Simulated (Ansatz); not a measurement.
System (SMILES): [B]=N (B-NH), doublet.
Atoms: B1, N2, H3. Bonds: B1-N2, N2-H3.

Basis-set convergence of the highest harmonic wavenumber at PBE with Ansatz (a first-principles code). Each level at its own minimum, finite differences of forces, unscaled; the reference is a large set that could be run, not a limit. Cartesian d functions, on some or all atoms, in 6-31G*, 6-31+G*; all else is spherical. Open shells are unrestricted. No added dispersion term, no relativity. Reference: the value in def2-QZVPPD, 3772 cm⁻¹, itself unsure by roughly 1 cm⁻¹ (its mean distance from pcseg-3, def2-QZVPP, cc-pVQZ). Deviations are taken from unrounded values.

```tsv
basis	functions	highest harmonic wavenumber (cm⁻¹)
6-31G*	32	3792
6-31+G*	40	3781
cc-pVDZ	33	3760
aug-cc-pVDZ	55	3757
def2-SVP	33	3774
def2-SVPD	48	3768
pcseg-1	33	3767
aug-pcseg-1	55	3769
6-311G**	42	3787
6-311+G**	50	3783
def2-TZVP	68	3766
def2-TZVPD	83	3762
cc-pVTZ	74	3776
aug-cc-pVTZ	115	3769
pcseg-2	74	3773
aug-pcseg-2	115	3772
def2-TZVPP	76	3778
def2-TZVPPD	91	3776
def2-QZVPP	144	3773
def2-QZVPPD	159	3772
```

What the diffuse functions change, pair by pair:
- 6-31G* to 6-31+G*: 8 more functions, deviation 20 to 9 cm⁻¹
- cc-pVDZ to aug-cc-pVDZ: 22 more functions, deviation -12 to -15 cm⁻¹
- def2-SVP to def2-SVPD: 15 more functions, deviation 2 to -3 cm⁻¹
- pcseg-1 to aug-pcseg-1: 22 more functions, deviation -5 to -3 cm⁻¹
- 6-311G** to 6-311+G**: 8 more functions, deviation 16 to 11 cm⁻¹
- def2-TZVP to def2-TZVPD: 15 more functions, deviation -5 to -10 cm⁻¹
- cc-pVTZ to aug-cc-pVTZ: 41 more functions, deviation 4 to -3 cm⁻¹
- pcseg-2 to aug-pcseg-2: 41 more functions, deviation 2 to 0 cm⁻¹
- def2-TZVPP to def2-TZVPPD: 15 more functions, deviation 6 to 4 cm⁻¹
- def2-QZVPP to def2-QZVPPD: 15 more functions, deviation 1 to 0 cm⁻¹

Leaving out the reference's own pair, they bring the value nearer the reference by more than 1 cm⁻¹ in 6 of 9 pairs.
